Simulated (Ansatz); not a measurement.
Molecular dynamics, step by step

CH4BrF (SMILES Br.CF), closed shell, PBE0-D4/def2-SVP (Ansatz 0.2.0). Settings (timestep in fs, temperature in K; T counts 15 degrees of freedom):

```yaml
hamiltonian: {xc: pbe0, dispersion: d4}
md: {n_steps: 40, timestep: 0.25, temperature: 700, ensemble: nvt_nose_hoover, seed: 703, initial_velocities: maxwell_boltzmann}
```

Start (the SMILES describes the start alone):

```xyz
7
angstrom
Br 0.6293 0.3847 -2.8876
H -0.2189 -0.0620 -1.8287
C -0.0382 -0.0443 0.9926
F -0.9178 -0.4492 -0.0009
H -0.5565 0.6564 1.6484
H 0.8208 0.4392 0.5243
H 0.2811 -0.9246 1.5519
```

```csv
step,time (fs),potential energy less the start (meV),kinetic energy (meV),T (K)
0,0.00,0.0,452.4,700
2,0.50,9.5,442.9,685
4,1.00,29.4,423.1,655
6,1.50,56.6,396.0,613
8,2.00,87.1,365.5,566
10,2.50,117.3,335.4,519
12,3.00,144.3,308.4,477
14,3.50,166.9,285.8,442
16,4.00,185.4,267.3,414
18,4.50,201.1,251.6,389
20,5.00,215.3,237.4,367
22,5.50,228.7,224.0,347
24,6.00,241.0,211.8,328
26,6.50,251.5,201.4,312
28,7.00,258.8,194.1,300
30,7.50,261.8,191.2,296
32,8.00,259.8,193.3,299
34,8.50,252.0,201.0,311
36,9.00,238.4,214.8,332
38,9.50,218.9,234.4,363
40,10.00,193.9,259.4,401
```

Step 10, positions (Å) and forces (eV/Å):

```json
{"atom": "Br1", "x": "0.629", "y": "0.383", "z": "-2.886", "Fx": "0.946", "Fy": "0.461", "Fz": "-1.076"}
{"atom": "H2", "x": "-0.240", "y": "-0.035", "z": "-1.904", "Fx": "-0.950", "Fy": "-0.467", "Fz": "1.146"}
{"atom": "C3", "x": "-0.026", "y": "-0.031", "z": "0.981", "Fx": "-1.541", "Fy": "-0.728", "Fz": "0.744"}
{"atom": "F4", "x": "-0.924", "y": "-0.451", "z": "-0.004", "Fx": "0.643", "Fy": "0.662", "Fz": "0.119"}
{"atom": "H5", "x": "-0.582", "y": "0.556", "z": "1.749", "Fx": "0.258", "Fy": "0.135", "Fz": "-0.584"}
{"atom": "H6", "x": "0.846", "y": "0.498", "z": "0.604", "Fx": "0.112", "Fy": "0.241", "Fz": "-0.493"}
{"atom": "H7", "x": "0.266", "y": "-0.941", "z": "1.503", "Fx": "0.531", "Fy": "-0.305", "Fz": "0.145"}
```

Step 30, positions (Å) and forces (eV/Å):

| atom | x | y | z | Fx | Fy | Fz |
| --- | --- | --- | --- | --- | --- | --- |
| Br1 | 0.631 | 0.382 | -2.884 | -0.753 | -0.290 | 0.668 |
| H2 | -0.396 | -0.037 | -1.912 | 0.788 | 0.292 | -0.581 |
| C3 | -0.020 | -0.019 | 0.971 | -0.259 | -1.876 | 1.045 |
| F4 | -0.929 | -0.446 | -0.008 | 0.801 | 1.130 | 0.068 |
| H5 | -0.584 | 0.388 | 1.829 | -0.065 | 0.616 | -0.432 |
| H6 | 0.858 | 0.623 | 0.684 | -1.030 | -0.417 | -0.474 |
| H7 | 0.330 | -0.987 | 1.408 | 0.518 | 0.545 | -0.295 |

Step 34, positions (Å) and forces (eV/Å):

```csv
atom,x,y,z,Fx,Fy,Fz
Br1,0.631,0.381,-2.884,-0.970,-0.365,0.843
H2,-0.421,-0.036,-1.915,1.012,0.369,-0.751
C3,-0.020,-0.020,0.973,-0.137,-2.010,0.569
F4,-0.928,-0.444,-0.009,0.747,1.091,0.072
H5,-0.579,0.367,1.823,-0.322,0.739,0.006
H6,0.834,0.639,0.686,-0.815,-0.273,-0.537
H7,0.358,-0.984,1.382,0.487,0.449,-0.202
```

Last step (40):

```
7
angstrom
Br 0.6309 0.3807 -2.8830
H -0.4408 -0.0279 -1.9325
C -0.0209 -0.0250 0.9753
F -0.9272 -0.4389 -0.0098
H -0.5787 0.3483 1.8160
H 0.7853 0.6583 0.6809
H 0.4099 -0.9726 1.3386
```

Hardware: 4 CPU threads of an Intel Xeon Platinum 8259CL, shared host. Wall time about 39 s.
